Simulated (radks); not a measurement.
Ag VI, configuration [Kr] 4d6. Method: scalar-relativistic Kohn-Sham, BLYP, spin-polarised, spherical densities, finite nucleus; open shells are filled with parallel spins first (spin-orbit coupling, left out, can overturn this in heavy ions); Fermi nuclear charge, rms radius 4.5454 fm; computed with a radial shooting solver on a logarithmic mesh with Libxc functionals.

Unscreened Slater integrals over Kohn-Sham orbitals (eV). They are taken over the spin-up orbitals.

integral    value
F0(4d,4d)  21.258
F2(4d,4d)  10.849
F4(4d,4d)  7.1988
F0(4d,4p)  23.019
F2(4d,4p)  11.685
G1(4d,4p)  14.808
G3(4d,4p)  9.1555
F0(4d,4s)  23.698
G2(4d,4s)  11.128
F0(4p,4p)  25.332
F2(4p,4p)  13.355
F0(4p,4s)  26.259
G1(4p,4s)  17.894
F0(4s,4s)  27.314

Derived for the open shells (J is the average intra-shell exchange parameter used in DFT+U). 4d: Racah B = F2/49 - 5 F4/441 = 0.1398 eV, C = 35 F4/441 = 0.5713 eV, C/B = 4.09, F4/F2 = 0.664, J = (F2 + F4)/14 = 1.289 eV.
